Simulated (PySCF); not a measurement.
**Ionisation energy of In³³⁺ by level of theory**

In³³⁺ [Ne] 3s2 3p4 [3p1/2^2 3p3/2^2, M_J = 2] → In³⁴⁺ [Ne] 3s2 3p3 [3p1/2^2 3p3/2^1, M_J = 3/2], as a difference of total energies. Calculation: PySCF 2.14, in an even-tempered Gaussian basis (19 s from 5.9 bohr⁻², ratio 2.4; 14 p from 7.6 bohr⁻², ratio 2.4; 5 d from 30 bohr⁻², ratio 2.6; 4 f from 44 bohr⁻², ratio 2.6); the two-component X2C-1e Hamiltonian. Correlated levels: 1s2 frozen; the 56 highest virtual spinors dropped. "Screened" scales the spin-orbit matrix elements by Boettger's factors to mimic the two-electron term; Breit and QED terms are absent.

```
                    method  ionisation energy (eV)
           GHF (spin-free)                  2118.9
          GMP2 (spin-free)                  2120.0
 GHF (screened spin-orbit)                  2114.6
GMP2 (screened spin-orbit)                  2114.8
```

Breit and QED terms and the two-electron picture change are absent.

The spin-free rows relax to the high-spin LS determinant and lack the spin-orbit shift.

The labels give the starting determinants; with spin-orbit coupling the two ends relaxed to ⟨J²⟩ = 6.00, ⟨L²⟩ = 3.04, ⟨S²⟩ = 1.49 and ⟨J²⟩ = 3.75, ⟨L²⟩ = 2.09, ⟨S²⟩ = 1.75.

For comparison: 2111 ± 3 eV (semi-empirical (NIST evaluation); NIST Atomic Spectra Database, ionization energies).
